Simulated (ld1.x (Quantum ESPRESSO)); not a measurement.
platinum, ultrasoft: configuration errors across variants

| Quantity | Value |
| --- | --- |
| Element | Pt |
| Generator | ld1.x (Quantum ESPRESSO) 7.5 |
| Type | ultrasoft |
| Functional | PBE |
| Relativity | scalar-relativistic |
| Frozen core | [Kr] 4d10 4f14 5s2 |
| Valence charge | 16 |
| Reference configuration | 5p6 5d9 6s1 6p0 |
| Partial waves | 6s (bound): rcut 1.90, rcutus 2.65 bohr; 6s channel at 0.15 Ry: rcut 1.90, rcutus 2.65 bohr; 5p (bound): rcut 1.55, rcutus 1.65 bohr; 6p (bound, empty): rcut 1.55, rcutus 1.65 bohr; 5d (bound): rcut 1.10, rcutus 1.45 bohr; 5d channel at 2.55 Ry: rcut 1.10, rcutus 1.45 bohr |
| Local potential | all-electron potential smoothed inside 1.20 bohr (lloc = -1) |
| Core correction | a·sin(br)/r model core, default radius (core density twice the valence density) |
| Augmentation charge | built from norm-conserving waves at rcut, not smoothed further |

All-electron excitation energies from the reference (eV): (1) 5p6 5d9 6s0 6p0 9.194; (2) 5p6 5d8 6s0 6p0 29.160; (3) 5p6 5d7 6s0 6p0 61.376; (4) 5p6 5d8 6s2 6p0 1.005.

The overlap operator is not positive definite (basis up to 400 Ry) in “base”, “waves 6s (bound): rcut 1.90, rcutus 2.30 bohr; 6s channel at 0.15 Ry: rcut 1.90, rcutus 2.30 bohr”, “wave 6s channel at 0.15 Ry: rcut 1.90, rcutus 2.65 bohr becomes 6s channel at -0.22 Ry: rcut 1.90, rcutus 2.65 bohr”, “waves 5p (bound): rcut 1.24, rcutus 1.32 bohr; 6p (bound): rcut 1.24, rcutus 1.32 bohr”, “waves 5d (bound): rcut 1.10, rcutus 1.56 bohr; 5d channel at 2.55 Ry: rcut 1.10, rcutus 1.56 bohr”. Such files are unfit for use, however small their errors in these radial tests.

1 further variants failed, have other tests or too few solved ones, and are left out.

A true bound ghost makes a file unfit for plane-wave use even where its test errors are small: the radial tests pick states by their node count and pass the ghost by.

Errors AE − PS in meV (a dash: test not solved or not reliable):

| change | (1) | (2) | (3) | (4) | bound ghosts |
| --- | --- | --- | --- | --- | --- |
| base | -12 | -6.3 | -2.9 | -11 | not determined (overlap not positive) |
| waves 6s (bound): rcut 1.90, rcutus 2.30 bohr; 6s channel at 0.15 Ry: rcut 1.90, rcutus 2.30 bohr | -12 | -6.3 | -2.9 | -13 | s (p not tested, overlap not positive) |
| wave 6s channel at 0.15 Ry: rcut 1.90, rcutus 2.65 bohr becomes 6s channel at -0.22 Ry: rcut 1.90, rcutus 2.65 bohr | -12 | -6.3 | -2.9 | -11 | not determined (overlap not positive) |
| waves 5p (bound): rcut 1.24, rcutus 1.32 bohr; 6p (bound): rcut 1.24, rcutus 1.32 bohr | -12 | -7.6 | -19 | -16 | not determined (overlap not positive) |
| waves 5d (bound): rcut 1.10, rcutus 1.56 bohr; 5d channel at 2.55 Ry: rcut 1.10, rcutus 1.56 bohr | -12 | -6.2 | -2.8 | -11 | not determined (overlap not positive) |
| type TM; waves now 5p (bound): rc 1.65 bohr; 5d (bound): rc 1.45 bohr; 6s (bound): rc 2.65 bohr; local potential the s channel | -14 | -49 | -203 | -37 | none |

Question: Give the same row for: local potential all-electron potential smoothed inside 2.36 bohr (lloc = -1).

Answer: -12, -8.1, -26, -17; bound ghosts: not determined.
